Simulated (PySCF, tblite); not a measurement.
C₇H₁₆NP.
Atom-mapped SMILES: `[CH3:1][CH2:2]/[C:3]([CH3:4])=[P:5]/[CH2:6][N:7]([CH3:8])[CH3:9]` (hydrogens: H10, H11, H12 on C1; H13, H14 on C2; H15, H16, H17 on C4; H18, H19 on C6; H20, H21, H22 on C8; H23, H24, H25 on C9)

Computed geometry: GFN2-xTB, gas phase.

(1) List the bond lengths, angles and torsions at this level.

Results:

(1) 
| bond | length (Å) | order |
| --- | --- | --- |
| C1–C2 | 1.530 | single |
| C2–C3 | 1.501 | single |
| C3–C4 | 1.495 | single |
| C3=P5 | 1.683 | double |
| P5–C6 | 1.880 | single |
| C6–N7 | 1.448 | single |
| N7–C8, N7–C9 | 1.448 | single |
| C1–H10, C1–H11, C1–H12 | 1.088 | single |
| C2–H13, C2–H14 | 1.094 | single |
| C4–H15, C4–H16, C4–H17 | 1.089 | single |
| C6–H18 | 1.107 | single |
| C6–H19 | 1.095 | single |
| C8–H20, C9–H23 | 1.101 | single |
| C8–H21 and 3 like bonds | 1.090 | single |

Bonds in one row agree within 0.01 Å and their mean is given. Orders are formal, as drawn. A selection of angles:
| angle | degrees |
| --- | --- |
| C1–C2–C3 | 111.4 |
| C2–C3–C4 | 116.4 |
| C2–C3–P5 | 117.3 |
| C4–C3–P5 | 126.3 |
| C3–P5–C6 | 103.1 |
| P5–C6–N7 | 113.6 |
| C6–N7–C8 | 111.1 |
| C8–N7–C9 | 111.4 |

Dihedral angles: C1–C2–C3–C4 67° (synclinal); C2–C3–P5–C6 177° (antiperiplanar); C3–P5–C6–N7 64° (synclinal); P5–C6–N7–C8 -171° (antiperiplanar). The mirror-image conformer, all signs reversed, is as good.

N7 (tertiary amine nitrogen) is pyramidal (angles 111.6°, 111.4° and 111.1°, sum 334.1°, 0.44 Å off the plane of its three neighbours). The C–P distances run from 1.683 Å (C3=P5, drawn double) to 1.880 Å (P5–C6, drawn single), a spread of 0.197 Å. The C–C distances run from 1.495 Å (C3–C4, drawn single) to 1.530 Å (C1–C2, drawn single), a spread of 0.035 Å. All 3 C–N bonds measure 1.447 to 1.449 Å. Of the pairs four or more bonds apart, N7···H16 is among the closest relative to their van der Waals radii: 2.26 Å, 82 % of the sum of Bondi's values.

Point group: C1 (no symmetry element, even within 0.4 Å). Its GFN2-xTB frequencies are all real (lowest 49 cm⁻¹). One conformer, not necessarily the lowest. 3 starts were optimised and ended at 0.00, 0.04 and 0.04 kcal/mol (GFN2-xTB); the lowest of these is shown.
